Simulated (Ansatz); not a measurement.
Born–Oppenheimer molecular dynamics of AlH6NOSi (10 atoms, charge 0, multiplicity 1). It starts from a relaxed structure.

Theory: Ansatz 0.2.0, RKS B3LYP-D4/6-31G*.

```yaml
ensemble: NVT, Langevin thermostat
time_step: 0.5 fs
steps_asked: 150
set_temperature: 300 K
friction: 0.01 /fs
seed: 150175
```

First frame:

```xyz
10
Properties=species:S:1:pos:R:3
Al -0.149 -0.126 0.157
N -0.074 0.167 1.903
H -0.829 0.575 2.440
H 0.715 -0.046 2.501
O 1.196 -0.828 -0.619
Si 2.456 -1.510 -1.407
H 1.993 -2.591 -2.323
H 3.187 -0.490 -2.212
H 3.423 -2.110 -0.444
H -1.442 0.258 -0.656
```

Task: How far do the bonds stretch over the last three quarters of this one trajectory? (Pairs bonded in most of those frames.)

Result: 
```tsv
bond	mean (Å)	spread (Å)	shortest	longest
Al1–N2	1.791	0.021	1.76	1.83
Al1–O5	1.717	0.012	1.70	1.74
Al1–H10	1.579	0.031	1.53	1.63
N2–H3	1.015	0.021	0.98	1.05
N2–H4	1.015	0.007	1.00	1.03
O5–Si6	1.647	0.021	1.61	1.68
Si6–H7	1.493	0.021	1.45	1.52
Si6–H8	1.494	0.039	1.44	1.57
Si6–H9	1.495	0.042	1.43	1.56
```

Mean temperature of the second half: 267 K. The mean temperature of the second half is 11 % below the set value. A run of 0.075 ps of so small a system gives no equilibrium averages.

Run time: 6.5 min on 1 thread of Intel(R) Xeon(R) Platinum 8488C (Sapphire Rapids), with other jobs on the host, peak memory 0.17 GiB.
